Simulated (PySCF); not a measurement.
**Correlation energy of W⁵⁶⁺ (tungsten, charge +56)**

[Ar], closed-shell 1S. All numbers are calculated (PySCF 2.14, scalar relativity by spin-free X2C-1e, in an uncontracted even-tempered set (17 s from 15 bohr⁻², ratio 2.5; 12 p from 19 bohr⁻², ratio 2.5; 4 d from 79 bohr⁻², ratio 2.7; 4 f from 120 bohr⁻², ratio 2.7)). Frozen: 1s2; 16 electrons correlated; the 20 highest virtual orbitals of each spin left out.

```tsv
level	correlation energy (mhartree)
CCSD	-698.24
(T)	-0.69
CCSD(T)	-698.93
```

Diagnostics: T1 = 0.00016, D1 = 0.0004, largest double amplitude 0.011.

Task: Is a single reference adequate?

Result: Yes, within this model without spin-orbit coupling: T1 lies below 0.03 and no double amplitude reaches 0.07.

At this charge the one-electron X2C treatment keeps the bare 1/r₁₂, with no two-electron picture change or Breit term. The effect here is smaller than on the frozen 1s shell; and a scalar Hamiltonian misses the large spin-orbit splitting of the p shells, which matters for ns² → np² pairs.
